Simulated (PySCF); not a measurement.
CH3BrZn (SMILES [CH3][Zn][Br]), singlet, at a GFN2-xTB geometry (such geometries of metal compounds can be far from the true shape); HF/6-31G, polarisability (PySCF).

Here is a job for PySCF.
```python
from pyscf import gto, scf
from pyscf.prop import polarizability

mol = gto.Mole()
mol.atom = '''
    Zn    0.80198627    0.31746049   -0.76486492
    Br    2.39498403    0.97732385   -2.28539821
    C    -0.59250728   -0.23373018    0.56778132
    H    -1.11754070   -1.12240048    0.23925444
    H    -1.32531872    0.55154377    0.70890206
    H    -0.14686503   -0.44887207    1.53138623
'''
mol.basis = '6-31g'
mol.verbose = 3
mol.build()

mf = scf.RHF(mol)
mf.kernel()
alpha = mf.Polarizability().polarizability()[2, 2]
print('alpha_zz =', alpha)
```

### Question
Write the output that PySCF gives for this input, abridged.

### Answer

```
site-packages/pyscf/prop/efg/rhf.py:45: UserWarning: Module EFG is under testing
  warnings.warn('Module EFG is under testing')
site-packages/pyscf/prop/efg/dhf.py:30: UserWarning: Module EFG is under testing
  warnings.warn('Module EFG is under testing')
site-packages/pyscf/prop/zfs/uhf.py:40: UserWarning: Module ZFS is under testing
  warnings.warn('Module ZFS is under testing')
site-packages/pyscf/prop/gtensor/uhf.py:43: UserWarning: Module g-tensor is under testing
  warnings.warn('Module g-tensor is under testing')
site-packages/pyscf/prop/gtensor/uks.py:41: UserWarning: Module g-tensor is under testing
  warnings.warn('Module g-tensor is under testing')
site-packages/pyscf/prop/hfc/uks.py:35: UserWarning: Module HFC is under testing
  warnings.warn('Module HFC is under testing')
site-packages/pyscf/prop/magnetizability/rhf.py:39: UserWarning: Module magnetizability is under testing
  warnings.warn('Module magnetizability is under testing')
site-packages/pyscf/prop/magnetizability/uhf.py:37: UserWarning: Module magnetizability is under testing
  warnings.warn('Module magnetizability is under testing')
site-packages/pyscf/prop/magnetizability/rks.py:37: UserWarning: Module magnetizability is under testing
  warnings.warn('Module magnetizability is under testing')
site-packages/pyscf/prop/magnetizability/uks.py:39: UserWarning: Module magnetizability is under testing
  warnings.warn('Module magnetizability is under testing')
site-packages/pyscf/prop/polarizability/uhf.py:34: UserWarning: Module polarizability is under testing
  warnings.warn('Module polarizability is under testing')
site-packages/pyscf/prop/polarizability/rks.py:29: UserWarning: Module polarizability is under testing
  warnings.warn('Module polarizability is under testing')
site-packages/pyscf/prop/polarizability/uks.py:29: UserWarning: Module polarizability is under testing
  warnings.warn('Module polarizability is under testing')
converged SCF energy = -4389.19862744716
alpha_zz = 45.11920138764246
```
